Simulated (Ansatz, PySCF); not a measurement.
The pair A = CH3F (SMILES CF) (first 5 atoms), B = C2H6 (SMILES CC); geometry from B3LYP-D3(BJ)/def2-TZVP.
(charge 0, multiplicity 1):
```xyz
13

C     -0.5235     0.4905     0.5044
F     -0.4228    -0.8457     0.8749
H      0.2810     1.0489     0.9841
H     -0.4358     0.5598    -0.5804
H     -1.4908     0.8732     0.8307
C     -0.6303     0.3211     4.1226
C      0.7847    -0.2499     4.1048
H     -1.0051     0.4261     5.1427
H     -1.3196    -0.3256     3.5775
H     -0.6663     1.3093     3.6584
H      1.4863     0.4062     4.6242
H      1.1417    -0.3859     3.0828
H      0.8217    -1.2256     4.5932
```

Correlated levels freeze the cores.

The values were computed with Ansatz (a first-principles code) with Gaussian orbitals; PySCF for the dispersion terms. Values without a source in brackets are computed.

The monomers are drawn apart, rigid, along the line of their centres of mass. Counterpoise-corrected interaction energies (kcal/mol):

```tsv
level	R = 4.562 Å	R = 5.660 Å
PBE/def2-TZVPPD	-0.2094	-0.0392
PBE-D3(BJ)/def2-TZVPPD	-0.5395	-0.1374
wB97M-V/def2-TZVPPD	-0.4134	-0.1221
CCSD(T)/aug-cc-pVDZ	-0.3833	-0.1104
```

### Question
R is the distance of the centres of mass. Find the local exponent m of E ∝ R⁻ᵐ between the two points.

### Answer

m = ln(E₁/E₂)/ln(R₂/R₁): PBE/def2-TZVPPD 7.8; PBE-D3(BJ)/def2-TZVPPD 6.3; wB97M-V/def2-TZVPPD 5.7; CCSD(T)/aug-cc-pVDZ 5.8. For scale, two fixed dipoles give m = 3, dipole and quadrupole 4, quadrupoles 5, and dispersion or dipole-induced dipole 6 at long range; at these distances several terms mix, and what is left of overlap and damping shifts m, so it need not match one of them.
